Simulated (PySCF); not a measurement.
**UHF on Br²⁺ (bromine, charge +2)**

Configuration: [Ar] 3d10 4s1 4p3 4d1, high-spin 6D determinant (an excited configuration). Computed with PySCF 2.14 in aug-cc-pVQZ-PP with one added diffuse shell each of s, p, d, f, g type with ECP10MDF (8s7p6d4f3g, 114 functions), with a scalar-relativistic core potential.

| Quantity | Value |
| --- | --- |
| Total energy | -413.452886 hartree |
| One-electron energy | -703.9964 hartree |
| Hartree (Coulomb) energy | 319.9046 hartree |
| Exchange energy | -29.3611 hartree |
| ⟨S²⟩ | 8.7508 |
| ⟨L²⟩ | 6.040 |
| Sum of ⟨r⟩ | 19.89 bohr |
| Sum of ⟨r²⟩ | 28.78 bohr² |
| Traceless quadrupole moment −½Σ⟨3z² − r²⟩ along its main axis | 2.28 e·bohr² |

| shell | electrons | mean orbital energy (eV) | spread (eV) | rms radius, mean of both spins (bohr) |
| --- | --- | --- | --- | --- |
| 3s α | 1 | -297.66 | 0 | 0.590 |
| 3s β | 1 | -295.61 | 0 | 0.590 |
| 3p α | 3 | -236.33 | 0.139 | 0.608 |
| 3p β | 3 | -234.64 | 0.263 | 0.608 |
| 3d α | 5 | -115.09 | 0.600 | 0.639 |
| 3d β | 5 | -113.90 | 0.308 | 0.639 |
| 4s α | 1 | -57.381 | 0 | 1.68 |
| 4p α | 3 | -39.266 | 0.463 | 1.92 |
| 4d α | 1 | -18.208 | 0 | 2.81 |

Energies and moments cover only the electrons outside the core potential. The outer electron is Rydberg-like, and this basis confines it to a smaller radius and binds it less than a complete one would.
